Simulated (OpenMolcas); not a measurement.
# What dynamic correlation does to the levels of Pt2+

```json
{"Program": "OpenMolcas 26.06", "Basis": "ANO-R2 [8s6p5d3f1g]", "Scalar Hamiltonian": "X2C, finite nucleus", "Active space": "8 electrons in 10 orbitals (5d 6d)", "State averaging": "2S+1 = 3 even, 10 roots; 2S+1 = 1 even, 15 roots", "Spin-orbit coupling": "state interaction with AMFI integrals over the reference wave functions, term energies averaged over their components"}
```

Methods on the same reference wave functions:
A. CASSCF
B. SS-CASPT2, IPEA 0.25 Eh, imaginary shift 0.1 Eh (closed shells correlated: 5s 5p)

Energies in cm⁻¹ above 5d⁸ ³F₄, the measured ground level; measured values from NIST levels as listed in McCann et al., Mon. Not. R. Astron. Soc. 538, 537 (2025).

```
         Level      A      B  Measured
       5d⁸ ³F₄    0.0    0.0       0.0
       5d⁸ ³F₃   9882   9990      9752
5d⁸ ³P₂ [51 %]  17351  15580          
       5d⁸ ³P₀  20351  16500     14939
       5d⁸ ³P₁  22573  19110     16782
       5d⁸ ¹G₄  25599  22870     21331
       5d⁸ ¹S₀  54718  48900
```

Deviations, from unrounded energies. A percentage is the sum of absolute deviations over the sum of measured energies, with the sign that they share, or ± where signs differ.

```
                        Against measurement  Levels      A      B
             mean absolute deviation (cm-1)       4   3900   1400
      fine structure of the ground term (%)       1   +1.3   +2.5
other terms of the ground configuration (%)       3  +29.2  +10.2
```

B lies closest to measurement on these levels. The largest miss of B in the table is 5d⁸ ³P₁, by +2300 cm-1. The ranking rests on the paired levels alone, and a cruder setting can come out closer through cancelling errors.

From A to B the spin-free energies of the other terms of 5d⁸ shown, above ³F, scale by factors of 0.72 to 0.85, as is usual when dynamic correlation screens the repulsion within a d or f shell.

The lowest spin-free term lies below A's lowest term by 0.404 hartree in B.

Term energies are means over components that CASPT2 splits; among the terms shown or strongly mixed into the levels shown the widest spread is 630 cm-1 (5d⁸ ¹G, B). Active for correlation alone: 6d; no level in the range computed is led by a configuration that fills it, so any true level of that kind is missing. Without dynamic correlation excited terms often stand tens of per cent too high (terms of higher spin than the ground term too low), and those without a measured partner can miss by more than the paired ones (holds for A). Measured partners are found by configuration, term and J. A level has none where our copy of the source lacks it or the pairing is in doubt (some pairs that miss far off the trend of their configuration count as doubtful), and it then counts in no deviation. Only configurations of the active space appear. The table leaves out levels that lie high or whose names do not pair safely across all columns.

A share in square brackets marks a mixed level and gives the weight of the term that names it, the lowest over the columns.
